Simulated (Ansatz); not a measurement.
## Abstraction of Cl: SiH2(SiH3)Cl + SnCl3 → SiH3(SiH2) + SnCl4

Species: SiH2(SiH3)Cl, singlet; SnCl3 `[Cl][Sn]([Cl])[Cl]`, doublet; SiH3(SiH2), doublet; SnCl4 `[Cl][Sn]([Cl])([Cl])[Cl]`, singlet. A radical takes Cl: the energy is the difference in strength between the Si–Cl bond broken and the Sn–Cl bond made.

Shapes, held fixed at every level: PBE0-D4/def2-TZVP. Programs: Ansatz 0.2.0. Electronic energies: no zero-point or thermal term.

Task: Estimate ΔE of this reaction.

Result: The highest level, CCSD(T)/def2-TZVPP, gives ΔE = +87.8 kJ/mol; the levels span +73.8 to +111.6. The column of differences is taken from that level and isn't an error. No measured value is set beside it here. Open shells run unrestricted. For atoms past krypton def2 sets carry core potentials with scalar relativity. Outer-core shells of Sn are correlated, in sets that cover them unevenly. Times are processor times on shared x86 and Arm servers, and rough.

| level | kind | ΔE (kJ/mol) | less CCSD(T)/def2-TZVPP | CPU time (sum over the molecules) |
| --- | --- | --- | --- | --- |
| HF/def2-TZVPP | Hartree–Fock | +84.4 | -3.4 | – |
| SPW92/def2-TZVPP | LDA | +111.6 | +23.8 | 21 s |
| PBE-D4/def2-TZVPP | GGA | +105.4 | +17.6 | 32 s |
| r2SCAN-D4/def2-TZVPP | meta-GGA | +97.7 | +9.9 | 69 s |
| wB97M-V/def2-TZVPP | range-separated hybrid | +103.3 | +15.5 | 2.6 min |
| CCSD(T)/def2-SVP | coupled cluster or CI | +74.6 | -13.2 | 41 s |
| CCSD/def2-SVP | coupled cluster or CI | +73.8 | -14.0 | – |
| CCSD(T)/def2-TZVPP | coupled cluster or CI | +87.8 | 0.0 | 6 min |
